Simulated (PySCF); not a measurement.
## [Yb(H2O)3]2+: from a saddle point downhill

PySCF 2.14.0, RKS BP86, Yb lcecp-0-SVP with ECP60, O def2-SVP, H def2-SVP; non-relativistic Hamiltonian with scalar-relativistic core potentials where named; density fitting; no spin-orbit coupling. Relaxed within the symmetry of its start, the geometry (D3h) is

```xyz
10

Yb    0.0000    0.0000    0.0000
O     2.4120    0.0000    0.0000
H     3.0229    0.0000    0.7722
H     3.0229    0.0000   -0.7722
O    -1.2060    2.0889    0.0000
H    -1.5114    2.6179    0.7722
H    -1.5114    2.6179   -0.7722
O    -1.2060   -2.0889    0.0000
H    -1.5115   -2.6179    0.7722
H    -1.5115   -2.6179   -0.7722
```

and its lowest harmonic modes are -131, -105, -105, -10, 29, 29 cm⁻¹ (negative: unstable). It was moved along the lowest mode and relaxed again, within the group D3 that the move left.

**Question.** Where does it end, and how much lower?

**Answer.** In D3, 0.033 eV lower, after 18 steps:
```xyz
10

Yb    0.0000    0.0000    0.0000
O     2.4074    0.0000    0.0000
H     3.0173    0.5981    0.4901
H     3.0173   -0.5982   -0.4901
O    -1.2037    2.0849    0.0000
H    -2.0267    2.3140    0.4901
H    -0.9906    2.9122   -0.4901
O    -1.2037   -2.0848    0.0000
H    -0.9906   -2.9121    0.4901
H    -2.0267   -2.3139   -0.4901
```

**Question.** How do the contacts change?

**Answer.** 
| contact | saddle (Å) | end (Å) |
| --- | --- | --- |
| Yb1–O2 (H2O) | 2.412 | 2.407 |
| Yb1–O5 (H2O) | 2.412 | 2.407 |
| Yb1–O8 (H2O) | 2.412 | 2.407 |


**Question.** Is the end a minimum?

**Answer.** Yes, as far as the noise of the softest modes lets one tell (those above −25 cm⁻¹ count as noise); lowest modes -18, 14, 14, 35, 35, 122 cm⁻¹.

An lcecp potential fixes the number of 4f electrons, so in runs with it no electron can move into or out of that shell.

State: singlet in the valence, with the 4f electrons in the core potential.
